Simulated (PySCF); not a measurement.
**Radial density of I²⁺ (iodine, charge +2)**

UHF, [Kr] 4d10 5s2 5p3, high-spin 4S determinant. All numbers are calculated (PySCF 2.14, the spin-free X2C one-electron Hamiltonian (Gaussian nucleus), in aug-cc-pVQZ-DK3 (9s8p6d3f2g, 102 functions)).

| r (bohr) | 4πr²ρ (e/bohr) | 4πr²(ρα − ρβ) |
| --- | --- | --- |
| 0.0261 | 64.65 | 0.0250 |
| 0.0438 | 61.69 | 0.0646 |
| 0.0737 | 86.86 | 0.0592 |
| 0.124 | 71.80 | -0.0205 |
| 0.209 | 71.18 | 0.1290 |
| 0.351 | 48.39 | 0.0024 |
| 0.590 | 26.00 | 0.3378 |
| 0.993 | 17.85 | -0.0315 |
| 1.67 | 4.650 | 1.6555 |
| 2.81 | 1.333 | 0.9463 |
| 4.72 | 0.03675 | 0.0316 |
| 7.95 | 2.013e-05 | 0.0000 |

Densities and radii are taken from the X2C orbitals without a picture-change correction, which distorts them close to the nucleus.

Task: Where is the radial spin density 4πr²(ρα − ρβ) most negative, and why is it negative at all?

Result: Around r = 0.993 bohr, down to -0.0315 e/bohr: exchange with the open shell polarises the paired shells in an unrestricted calculation.
